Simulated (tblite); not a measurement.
C₅H₄ClO (doublet state).
Atom-mapped SMILES: `[O:1]=[C:2]1[CH:3][CH:4]=[C:5]1[CH2:6][Cl:7]` (hydrogens: H8 on C3; H9 on C4; H10, H11 on C6)

Geometry (GFN2-xTB, Å), atoms numbered from 1 in this order:
```xyz
11
C5H4ClO angstrom
O      0.573    1.697   -1.649
C      0.714    0.840   -0.831
C      1.854    0.233   -0.065
C      0.962   -0.614    0.574
C     -0.181   -0.126   -0.100
C     -1.615   -0.334   -0.008
Cl    -2.268    0.594    1.442
H      2.911    0.397   -0.023
H      1.087   -1.378    1.320
H     -1.886   -1.372    0.185
H     -2.145    0.067   -0.870
```

Method: GFN2-xTB as coded in tblite; computed harmonic values from a numerical Hessian at the method's own geometry, unscaled. The method is semi-empirical: single wavenumbers can be off by several per cent or more. One conformer, not necessarily the lowest. Open shells enter through the occupations alone, without spin polarisation, and single modes of such species can be off by tens of per cent.

Harmonic wavenumbers (cm⁻¹): 39.4, 99.9, 174.9, 221.7, 315.1, 499.9, 565.6, 627.3, 653.1, 722.4, 725.7, 797.1, 882.0, 908.8, 1007.3, 1025.2, 1121.3, 1171.6, 1196.4, 1331.3, 1401.1, 1495.0, 1873.5, 2973.4, 3003.7, 3129.9, 3170.1.

A = 4277, B = 1370, C = 1171 MHz; mass 114.995 u (most abundant isotopes); point group C1, symmetry number 1; spin multiplicity 2.

What is the zero-point energy?

½Σν̃ = 15566 cm⁻¹ = 44.51 kcal/mol.

What is S at 350 K and 1 bar for an ideal gas of classical rigid rotors and harmonic oscillators?

Translation 40.96, rotation 28.72, vibration 21.00, spin (R ln 2) 1.38: S = 92.0 cal/(mol K).

And Cp and H(350 K) − H(0)?

Cp = 29.62 cal/(mol K), of which vibrations give 21.67 (their classical limit is 27 R = 53.7); H(350 K) − H(0) = 6.56 kcal/mol without the zero-point energy, 3.77 from vibrations.

What must be added to the electronic energy to get the Gibbs energy at 350 K and 1 bar?

ZPE + [H(350 K) − H(0)] − T·S = 44.51 + 6.56 − 32.22 = 18.85 kcal/mol.

Which modes carry the vibrational entropy at 350 K?

39.4 cm⁻¹: 5.61; 99.9 cm⁻¹: 3.77; 174.9 cm⁻¹: 2.69; 221.7 cm⁻¹: 2.24; 315.1 cm⁻¹: 1.61; 499.9 cm⁻¹: 0.87 cal/(mol K); the other 21 give 4.22 together.

How do the functions run with temperature in this model?

```
 T (K)  S (cal/(mol K))  Cp (cal/(mol K))  H − H(0) (kcal/mol)  G − H(0) (kcal/mol)  ln q(vib)
   150             73.1              17.0                 1.90                -9.06       2.04
   250             83.2              23.3                 3.90               -16.89       3.59
298.15             87.6              26.4                 5.10               -21.00       4.34
   400             96.2              32.4                 8.11               -30.37       5.92
   600            111.0              40.7                15.49               -51.14       8.98
   900            129.1              48.0                28.90               -87.26      13.26
```

q(vib) and H(0) count from the zero-point level.

Blend soft modes into free rotors: weight 1/[1 + (100 cm⁻¹/ν̃)⁴] for the oscillator and the rest for a rotor with moment μB/(μ + B), μ = h/(8π²ν), B = 10⁻⁴⁴ kg m². What vibrational entropy results?

18.97 cal/(mol K) in place of 21.00, which changes −T·S at 350 K by +0.71 kcal/mol.

Hindered rotation and anharmonicity are outside this model. Other conformers, if any are populated, would add a mixing term that is left out. The structure is chiral; the term R ln 2 for an equal mix with its mirror image is left out.
